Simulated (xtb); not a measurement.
CCl3, SMILES Cl[C](Cl)Cl (connectivity only; charge and spin as stated), charge +1, multiplicity 1. All values are semi-empirical tight-binding results from xtb (GFN2-xTB unless named), good for trends rather than for accurate numbers. Geometry: GFN2-xTB. The multiplicity is an assumed one; other spin states were not compared. The isomer is the one that the SMILES or the coordinates give; other isomers of the formula were not compared.

```yaml
point_group_as_xtb_finds_it: D3h
orbital_gap: 2.68 eV
zero_point_energy: 4.5 kcal/mol
G − E(el) at 298.15 K (modified RRHO): -12.7 kcal/mol
static polarisability (D4 model): 51.9 bohr³
solvation energy, GFN2-xTB/ALPB(water): -54.2 kcal/mol
solvation energy, GFN2-xTB/ALPB(hexane): -33.3 kcal/mol
```
